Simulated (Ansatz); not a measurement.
`F[SiH](F)[SiH3]` + CH₃OH → `CO[SiH](F)[SiH3]` + H–F at 600 K and 1 bar (ligand exchange at the Si–F bond).

Isolated molecules relaxed with PBE0-D4/def2-TZVP in Ansatz; ΔE leaves out vibrations. CBS: MP2 limit from def2 TZ/QZ plus the TZ coupled-cluster correction, frozen cores. This one scheme is used for every species. One conformer a species, not always the lowest.

| species | CCSD(T)/CBS energy (Eh) | H − E (kJ/mol) | S (J/(mol·K)) |
| --- | --- | --- | --- |
| `F[SiH](F)[SiH3]` | -780.26920 | 158.1 | 412.5 |
| CH₃OH | -115.61712 | 163.6 | 277.3 |
| `CO[SiH](F)[SiH3]` | -795.47815 | 280.0 | 488.3 |
| H–F | -100.39570 | 42.3 | 194.0 |

H − E and S are ideal-gas, rigid-rotor, harmonic terms from PBE0-D4/def2-TZVP, for one conformer and one mirror image of each species. 1 Eh = 2625.50 kJ/mol, R = 8.31446 J/(mol·K).

Question: By hand: ΔE, ΔH, ΔS and ΔG.

Answer: ΔE = (-795.47815) + (-100.39570) − (-780.26920) − (-115.61712) = 0.01247 Eh = 32.7 kJ/mol. Δ(H − E) = 280.0 + 42.3 − 158.1 − 163.6 = 0.6, so ΔH = 33.3 kJ/mol. ΔS = 488.3 + 194.0 − 412.5 − 277.3 = -7.5 J/(mol·K). ΔG = 33.3 − 600 × (-7.5)/1000 = 37.8 kJ/mol.

Question: By hand: the equilibrium constant, and the temperature at which ΔG would vanish if ΔH and ΔS stayed fixed.

Answer: log₁₀ K = −ΔG/(RT ln 10) = -3.3. ΔH and −TΔS have one sign here, so there is no such temperature.

The number of gas molecules stays the same, so ΔS is small and ΔH decides. A doubt of 5 kJ/mol in ΔE shifts log₁₀ K by 0.4 here. Other conformers and mirror images would add mixing entropy, several J/(mol·K) or more a flexible species. These are equilibria of isolated gas molecules and say nothing of rates. Largest T1 diagnostic: 0.013 (customary marks: 0.02 for closed shells, 0.045 for open ones).

ΔS is within the doubt of such terms, so its sign, and with it that verdict, could turn.
